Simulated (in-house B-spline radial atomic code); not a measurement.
## RPA and G0W0 on PBE: Ag XLVI (Ag45+)

Configuration 1s2, mean-field start PBE. Computed with a B-spline radial code for spherical atoms: all electrons, non-relativistic, point nucleus, each spin shell either full or empty, empty states to l = 9 with an (l + 1/2)⁻⁴ tail; G0W0 by contour deformation at full frequency.

Without relativity these are model numbers: it shifts the levels of so heavy an element strongly and can reorder them.

Relativity, left out, deepens the 1s level by about Z⁴α²/8 hartree.

Command:
```bash
python run_gw.py task.json out
```
Settings (radii: box in bohr, nucleus in fm):
```
Z                        47
electrons                2
configuration            1s2
hamiltonian              nr
method                   pbe,pbe
lmax                     9
spin_polarised           False
box_radius               2.26
intervals                45
ion_configuration        1s1
```

Time taken, with all properties: 1.1 s on 1 thread of Arm Neoverse N1, on a shared host.

Energies (hartree):

| term | value |
| --- | --- |
| mean-field total | -2179.18199 |
| Hartree-Fock functional on these orbitals | -2179.73447 |
| direct second order | -0.093393 |
| second-order exchange | 0.046697 |
| SOSEX correction | 0.046443 |

What is the RPA correlation energy, and what remains with SOSEX?

RPA gives -0.092883 hartree (-1.26 eV per electron); RPA + SOSEX gives -0.046441, and the second-order doubles -0.046696 hartree (no singles). SOSEX takes back 50 % of the RPA value, the self-correlation of each of the two electrons.

Quasi-particle levels (eV):

| level | occupied | mean field | Σx - vxc | Σc | QP weight | G0W0 |
| --- | --- | --- | --- | --- | --- | --- |
| 1s | yes | -28963.18 | -297.14 | ? | ? | ? |
| 2s | no | -7066.93 | 55.67 | -0.27 | 1.000 | -7011.52 |

G0W0 = mean field + (Σx - vxc) + Σc, with Σc (partial-wave tail included) taken at the quasi-particle energy.

Where does G0W0 put 1s?

At -29259.82 eV, with Σc = 0.50 eV and a quasi-particle weight of 1.000. The tabulated removal energy is 30097.314 ± 0.015 eV (NIST, tabulated theory); the calculation leaves out relativity, Breit and QED terms, and what these don't explain is the method's own error.

What does it cost to remove one electron (to 1s1) by differences of total energies, each species on its own start (correlation terms add to the Hartree-Fock functional)?

PBE 29251.79 eV, Hartree-Fock functional 29258.64 eV, + RPA 29260.54 eV, + RPA + SOSEX 29259.91 eV, + second order 29259.91 eV. Tabulated: 30097.314 ± 0.015 eV (NIST, tabulated theory); the calculation leaves out relativity, Breit and QED terms, and what these don't explain is the method's own error.
